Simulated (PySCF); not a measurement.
B3LYP has the VWN-RPA correlation part, as in Gaussian. Delta-SCF ions had no search for a lower state. Excitations are Tamm–Dancoff values on a coarser integration grid. The basis has no diffuse functions, so Rydberg states are missing or too high.

Cartesian coordinates (Å):
```xyz
16

O     -1.9021    -2.4388     0.8763
C     -1.7097    -1.2913     0.5490
C     -0.3424    -0.7577     0.2421
C      0.7484    -1.5605     0.3242
Si     2.2610    -0.5425    -0.1271
C      1.2127     0.9949    -0.4104
C     -0.0722     0.6602    -0.1672
C     -1.2048     1.6475    -0.2937
F     -2.1102     1.2328    -1.2030
F     -1.8606     1.7857     0.8765
F     -0.7849     2.8609    -0.6667
H     -2.5570    -0.5746     0.4621
H      0.6256    -2.6055     0.6167
H      3.2413    -0.3976     0.9850
H      2.9636    -1.0184    -1.3512
H      1.4913     2.0050    -0.7124
```
Charge 0, spin multiplicity 1.

Estimate the S1 excitation (TDA), S1–T1 gap (TDA), vertical ionisation energy (Delta-SCF), total energy and HOMO that B3LYP-D3(BJ)/def2-TZVP // B3LYP-D3(BJ)/def2-SVP (PySCF 2.14.0) returns for this input.


| Property | Result |
|---|---|
| S1 excitation (TDA) | 3.16 eV |
| S1–T1 gap (TDA) | 0.76 eV |
| vertical ionisation energy (Delta-SCF) | 9.50 eV |
| total energy | -896.1635 Ha |
| HOMO | -7.51 eV |
